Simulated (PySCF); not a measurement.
SMILES C[CH]CO, doublet (B3LYP/def2-SVP optimised geometry):

```
11

C     -0.534    -1.624    -1.176
C     -0.416    -0.140    -1.171
C      0.113     0.618     0.000
O     -0.261     1.982     0.000
H     -0.868    -2.014    -0.198
H     -1.238    -1.978    -1.946
H      0.437    -2.121    -1.392
H     -0.452     0.406    -2.122
H     -0.181     0.104     0.943
H      1.224     0.618     0.000
H     -1.224     2.014    -0.085
```

Calculation: PySCF with unrestricted B3LYP/def2-TZVP.

### Question
What are the frontier orbital energies (α orbitals alone; a β orbital can be the lowest empty one) and the dipole moment?

### Answer
HOMO-2 -9.21 eV, HOMO-1 -7.76 eV, HOMO -5.51 eV, LUMO 0.97 eV, LUMO+1 1.19 eV; dipole moment 1.77 D.

On the same geometry unrestricted PBE/def2-TZVP (PySCF) gives HOMO-2 -7.85 eV, HOMO-1 -6.32 eV, HOMO -4.44 eV, LUMO 0.49 eV, LUMO+1 0.68 eV; dipole moment 1.68 D.

Meta-Löwdin charges at B3LYP/def2-TZVP: C1 -0.33, C2 -0.14, C3 0.02, O4 -0.54, H5 0.11, H6 0.12, H7 0.11, H8 0.11, H9 0.09, H10 0.11, H11 0.33.
